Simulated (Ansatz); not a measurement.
**A family of molecules: the atomisation energy (no zero-point term)**

One atom is swapped for its congeners: C2H4Cl2 (1,1-dichloroethane) `CC(Cl)Cl`; SiH(CH3)Cl2 (methyldichlorosilane); GeH(CH3)Cl2. All are singlets with charge 0.

Shapes, held fixed at every level: PBE0-D4/def2-TZVP. Programs: Ansatz 0.2.0. Values in eV.

How should the atomisation energy change along the series?

At CCSD(T)/def2-TZVPP the atomisation energy falls at every step, from 28.27 to 26.50 eV. 6 of 7 levels show this order throughout; 6 agree on the largest and the smallest. Relativity is left out for Ge unless named. Correlated rows may include outer-core shells of Ge, which these sets cover unevenly. Spin-orbit coupling, which grows down the group, is left out (summed over each molecule's free atoms 0.08, 0.10, 0.20 eV).

```tsv
level	C2H4Cl2	SiH(CH3)Cl2	GeH(CH3)Cl2
SPW92/def2-TZVPP	33.51	32.22	30.56
B3LYP-D4/def2-TZVPP	28.88	28.56	26.73
BHLYP-D4/def2-TZVPP	28.08	28.13	26.29
wB97X-V/def2-TZVPP	29.08	28.91	27.16
CCSD(T)/def2-SVP	27.48	26.84	25.32
CCSD/def2-TZVPP	27.79	27.65	26.10
CCSD(T)/def2-TZVPP	28.27	28.02	26.50
```
